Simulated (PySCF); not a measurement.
# Spin states of SiI⁺

Unrestricted PBE0; Si def2-SVPD, I def2-SVPD with ECP28; scalar-relativistic core potentials (PySCF 2.14). Outer shells of the fragments: Si+ 3s2 3p1; I 4d10 5s2 5p5.

Followed along the bond (rough minima from three points):

| 2Ms+1 | unpaired | ⟨S²⟩ at the start | R at minimum (Å) | Te (eV) |
| --- | --- | --- | --- | --- |
| 1 | none | 0.00 | 2.34 | 0.00 |
| 3 | π ↑↑ | 2.01 | none in the scan | ≤ 2.68 |

Solutions found at the starting distance of 2.525 Å, counted from the lowest of them; the search is not exhaustive and high or unbound solutions are not listed, so other states can lie among these:

```
2Ms+1    unpaired   term  E (eV)  ⟨S²⟩  ⟨Lz²⟩  μ (D)
    1        none    ¹Σ⁺    0.00  0.00   0.00  -6.12
    3        π ↑↑  mixed    2.57  2.01   2.01  -2.85
    3    σ ↑, π ↑     ³Π    2.76  2.01   1.01  -5.42
    3        π ↑↑  mixed    2.78  2.01   2.01  -2.96
    1        π ↑↓  mixed    2.80  1.01   2.01  -2.99
    1    σ ↓, π ↑  mixed    3.12  1.02   1.01  -5.08
    3    σ ↑, π ↑     ³Π    5.09  2.01   1.01  -3.90
    3        σ ↑↑    ³Σ⁺    5.12  2.00   0.00  -5.73
    1    σ ↓, π ↑  mixed    5.24  1.01   1.01  -3.96
    1  σ ↓, π ↑↑↓  mixed    6.49  2.02   3.02  -1.51
```

A term symbol is given only where ⟨S²⟩ and ⟨Lz²⟩ are close to those of a pure state; real π, δ and φ orbitals otherwise mix terms. A positive dipole points towards I; it is taken about the centre of mass and depends on that origin.

Spin–orbit coupling is left out. Counting both spins, an empty level lies below a filled one in some of these solutions, because spin and occupation are held.
